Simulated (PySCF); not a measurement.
Isomers of C5H9ClSi2, mass 159.993 u with the commonest isotopes. Theory: CAM-B3LYP/def2-SVPD in PySCF (dipole) on a GFN2-xTB geometry, gas phase. One conformer each, none proved a minimum here; rigid rotors.

Task: Order these by rotational constant B, smallest first.
A. `[SiH3:1][CH2:2][C:3]1=[CH:4][CH:5]=[C:6]([Cl:7])[SiH2:8]1` with Si1–C2–C3–C4 -94°
B. `[CH:1]#[C:2][C@@H:3]1[SiH2:4][CH2:5][Si@H:6]1[CH2:7][Cl:8]` with C5–Si6–C7–Cl8 -73°
C. `[CH3:1][C:2]1=[CH:3][SiH2:4][CH:5]=[CH:6][Si@@H:7]1[Cl:8]` with C2–C3–Si4–C5 13°, C3–Si4–C5–C6 -13°, C5–C6–Si7–Cl8 134°, C1–C2–Si7–C6 166°

Result: A (538.8 MHz), B (643.5 MHz), C (917.3 MHz).

Task: Order these by rotational constant C, largest first.
A. `[CH3:1][C:2]1=[CH:3][SiH2:4][CH:5]=[CH:6][Si@@H:7]1[Cl:8]` with C2–C3–Si4–C5 13°, C3–Si4–C5–C6 -13°, C5–C6–Si7–Cl8 134°, C1–C2–Si7–C6 166°
B. `[CH:1]#[C:2][C@@H:3]1[SiH2:4][CH2:5][Si@H:6]1[CH2:7][Cl:8]` with C5–Si6–C7–Cl8 -73°
C. `[SiH3:1][CH2:2][C:3]1=[CH:4][CH:5]=[C:6]([Cl:7])[SiH2:8]1` with Si1–C2–C3–C4 -94°

Result: A (655.3 MHz), B (538.9 MHz), C (505.7 MHz).

Task: Order these by out-of-plane moment Σ m c² = (Ia + Ib − Ic)/2, smallest first.
A. `[CH3:1][C:2]1=[CH:3][SiH2:4][CH:5]=[CH:6][Si@@H:7]1[Cl:8]` with C2–C3–Si4–C5 13°, C3–Si4–C5–C6 -13°, C5–C6–Si7–Cl8 134°, C1–C2–Si7–C6 166°
B. `[CH:1]#[C:2][C@@H:3]1[SiH2:4][CH2:5][Si@H:6]1[CH2:7][Cl:8]` with C5–Si6–C7–Cl8 -73°
C. `[SiH3:1][CH2:2][C:3]1=[CH:4][CH:5]=[C:6]([Cl:7])[SiH2:8]1` with Si1–C2–C3–C4 -94°

Result: A (28.09 u·Å²), B (42.68 u·Å²), C (49.78 u·Å²).

```tsv
SMILES	point group	Ia (u·Å²)	Ib (u·Å²)	Ic (u·Å²)	κ	μa (D)	μb (D)	μc (D)
CC1=C[SiH2]C=C[Si@@H]1Cl	C1	276.47	550.92	771.22	-0.55	1.11	0.43	0.40
C#C[C@@H]1[SiH2]C[Si@H]1CCl	C1	237.73	785.35	937.72	-0.87	0.58	0.66	0.97
[SiH3]CC1=CC=C(Cl)[SiH2]1	C1	161.01	937.96	999.41	-0.97	2.06	0.38	0.70
```
